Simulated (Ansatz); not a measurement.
Consider the ligand exchange at the Si–C bond: `[SiH3]C=[Se]` + `[OH][Sn][OH]` → `[OH][Sn][O][SiH3]` + `C=[Se]`.

Isolated molecules relaxed with PBE0-D4/def2-TZVP in Ansatz; ΔE leaves out vibrations. CCSD(T)/CBS is the MP2 limit (def2-TZVPP, def2-QZVPP) plus CCSD(T) − MP2 in def2-TZVPP, frozen cores. DFT in def2-TZVPP. Elements past krypton have def2 core potentials. For Se, Sn outer-core shells are correlated without core-valence functions, which leaves a few kJ/mol of doubt a bond. Scalar relativity is left out up to krypton. One conformer a species, not always the lowest.

| species | CAM-B3LYP energy (Eh) |
| --- | --- |
| `[SiH3]C=[Se]` | -2731.63974 |
| `[OH][Sn][OH]` | -366.02344 |
| `[OH][Sn][O][SiH3]` | -656.77285 |
| `C=[Se]` | -2440.93169 |

Task: Work out ΔE.

Result: ΔE = (-656.77285) + (-2440.93169) − (-2731.63974) − (-366.02344) = -0.04136 Eh = -108.6 kJ/mol. CCSD(T)/CBS gives -104.0 kJ/mol.

Largest T1 diagnostic among the species: 0.018.

Leaving LDA and LC-ωPBE aside and taking each functional with its dispersion term where it has one, the values, not all of them listed here, spread over 27.4 kJ/mol, from BHLYP-D4 to revPBE-D4. From BLYP to BHLYP (50 % exact exchange), in def2-TZVPP and without D4, ΔE moves by −15.4 kJ/mol.
